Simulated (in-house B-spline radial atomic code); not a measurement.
Successive ionisation energies of rhodium; each step leads to the configuration of the next row (after the last: [Ne] 3s1). Dirac energy differences include first-order Breit, QED and recoil terms. NIST's values go from ground level to ground level; the uncertainty of those that are theory runs from under 0.1 % in few-electron ions to several per cent in heavy many-electron ones. Computed with a radial B-spline atomic code at the basis-set limit: Dirac-Hartree-Fock, average of the configuration, finite nuclei.

```tsv
ion	configuration	ionisation energy (eV)	tabulated value (eV)	computed minus tabulated (eV)	highest orbital	largest mean radius (bohr)
Rh17+	[Ar] 3d10	740.4	739	1.4	3d5/2	0.38612
Rh18+	[Ar] 3d9	800.6	794	6.6	3d5/2	0.38206
Rh19+	[Ar] 3d8	862.4	857	5.4	3d5/2	0.37805
Rh20+	[Ar] 3d7	925.9	921	4.9	3d5/2	0.37475
Rh21+	[Ar] 3d6	991.0	984	7.0	3d5/2	0.37157
Rh22+	[Ar] 3d5	1057.7	1061	-3.3	3d5/2	0.3684
Rh23+	[Ar] 3d4	1125.9	1131	-5.1	3d5/2	0.36525
Rh24+	[Ar] 3d3	1195.8	1202	-6.2	3d5/2	0.36213
Rh25+	[Ar] 3d2	1267.2	1274	-6.8	3d5/2	0.35902
Rh26+	[Ar] 3d1	1340.2	1344	-3.8	3d5/2	0.35595
Rh27+	[Ne] 3s2 3p6	1555.1	1544	11.1	3p3/2	0.35291
Rh28+	[Ne] 3s2 3p5	1621.6	1604.9	16.7	3p3/2	0.35053
Rh29+	[Ne] 3s2 3p4	1688.9	1677.6	11.3	3p3/2	0.34818
Rh30+	[Ne] 3s2 3p3	1757.2	1763	-5.8	3p3/2	0.34587
Rh31+	[Ne] 3s2 3p2	1826.3	1851	-24.7	3p3/2	0.34359
Rh32+	[Ne] 3s2 3p1	1896.4	1903	-6.6	3p3/2	0.34133
Rh33+	[Ne] 3s2	2056.3	2063	-6.7	3s1/2	0.33911
```

Where a p, d or f electron is removed, the computed value is a mean over both j, so it misses the tabulated one by a part of the spin-orbit splitting; averaging over terms and missing correlation add to the gap, relatively most at low charge.
